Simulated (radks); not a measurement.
The cerium anion Ce- inside a hard spherical wall (all orbitals vanish at R), configuration held at [Xe] 4f1 5d2 6s2 and not refilled when levels cross. Method: scalar-relativistic Kohn-Sham, LDA (Slater exchange, VWN5 correlation), spin-polarised, spherical densities, point nucleus; open shells are filled with parallel spins first (spin-orbit coupling, left out, can overturn this in heavy ions); computed with a radial shooting solver on a logarithmic mesh with Libxc functionals. Eigenvalues in eV for spin up, with the zero of energy where the potential of the charges vanishes at infinity; a dash marks a level that is unbound or too diffuse for the functional's potential to be trusted. A positive occupied level is held by the wall or, in an anion where self-interaction has pushed it up, behind a barrier. The pressure on the wall is -dE/dV.

| R (bohr) | E (hartree) | kinetic (hartree) | e(5p) | e(4f) | e(6s) | e(5d) | e(6p, empty) | e(7s, empty) | pressure (GPa) |
|---|---|---|---|---|---|---|---|---|---|
| 20 | -8853.9505 | 9382.409 | -18.060 | -0.261 | 0.119 | 1.424 | 1.689 | 1.968 | 0.000552 |
| 12 | -8853.9439 | 9382.441 | -17.513 | 0.290 | 0.509 | 1.900 | 2.425 | 4.340 | 0.0571 |
| 10 | -8853.9304 | 9382.502 | -16.914 | 0.899 | 0.965 | 2.417 | 3.140 | 6.516 | 0.275 |
| 7 | -8853.8143 | 9382.939 | -14.352 | 3.577 | 3.406 | 4.721 | 6.701 | 16.440 | 4.57 |
| 4 | -8852.2135 | 9388.427 | -3.889 | 15.815 | 23.790 | 17.062 | 33.593 | 78.849 | 281 |
| 3 | -8847.7478 | 9403.672 | 11.699 | 33.518 | 65.951 | 37.788 | 83.024 | 178.27 | 2360 |
| 2 | -8819.6919 | 9488.032 | 82.518 | 90.739 | 253.48 | 128.24 | 285.78 | 548.55 | 40500 |
| 1.5 | -8747.7595 | 9687.789 | 242.55 | 179.88 | 613.44 | 309.75 | 658.32 | 1186.1 | 282000 |
